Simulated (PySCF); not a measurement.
**An excited-state table with gaps**

Species: CBrCl3.
SMILES: `ClC(Cl)(Cl)Br`

Computed, not measured: TDDFT CAM-B3LYP/def2-SVPD, vertical, gas phase, core orbitals frozen in the response in PySCF. Isolated species at its PBE0-D3(BJ)/def2-SVP geometry, gas phase. The CAM-B3LYP/def2-SVPD calculation is non-relativistic and has no spin–orbit coupling, an omission that weighs most on bromine.

Orbital energies (eV): HOMO-3 -11.14, HOMO-2 -10.57, HOMO-1 -10.07, HOMO -10.07, LUMO -0.92, LUMO+1 0.25, LUMO+2 0.70.

Lowest singlets, with some entries withheld (?). The highest level found (7.31 eV, f 0.0081 so far) is left out, since the window may have cut off a degenerate partner. Orbitals of the list HOMO-3 to LUMO+2 that lie within 0.01 eV of each other are written together with a slash and their weights summed (≥ marks a lower bound); for degenerate orbitals outside that list single weights are arbitrary.

```
state  E (eV)       f    main configurations (H = HOMO, L = LUMO)
   S1       ?       ?                                           ?
   S2       ?       ?                                           ?
   S3    6.10  0.0000                                 H-2→L (86%)
   S4       ?       ?                                           ?
   S5       ?       ?                                           ?
   S6    6.82   0.076                  H-3→L (70%), H-3→L+1 (11%)
   S7    7.03  0.0015  H-5→L (19%), H-1/H→L+1 (≥18%), H-4→L (13%)
   S8    7.03  0.0015  H-4→L (19%), H-1/H→L+1 (≥18%), H-5→L (13%)
   S9    7.16  0.0000                   H-2→L+1 (83%), H-2→L (9%)
```

Task: Supply the missing values.

Result: 
- S1: E = 5.24 eV; f = 0.0015; H-1/H→L (≥91%)
- S2: E = 5.25 eV; f = 0.0015; H-1/H→L (≥91%)
- S4: E = 6.59 eV; f = 0.0042; H-4→L (40%), H-1/H→L+1 (≥37%)
- S5: E = 6.59 eV; f = 0.0042; H-5→L (40%), H-1/H→L+1 (≥37%)

Task: How far apart are S4 and S7, in eV and cm⁻¹?

Result: 7.032 − 6.592 = 0.440 eV, or about 3550 cm⁻¹.

Task: Where do the lowest triplets lie (Tamm–Dancoff)?

Result: T1 4.58 eV, H-1/H→L (≥84%); T2 4.58 eV, H-1/H→L (≥84%); T3 5.59 eV, H-2→L (66%), H-2→L+1 (18%). E(S1) − E(T1) = +0.67 eV.

Task: What is the mean static polarisability from the same response equations?

Result: 75.7 au (11.21 Å³), with principal values 73.2, 73.2 and 80.6 au.

All these states lie below the vertical ionisation energy of 11.07 eV (ΔSCF).
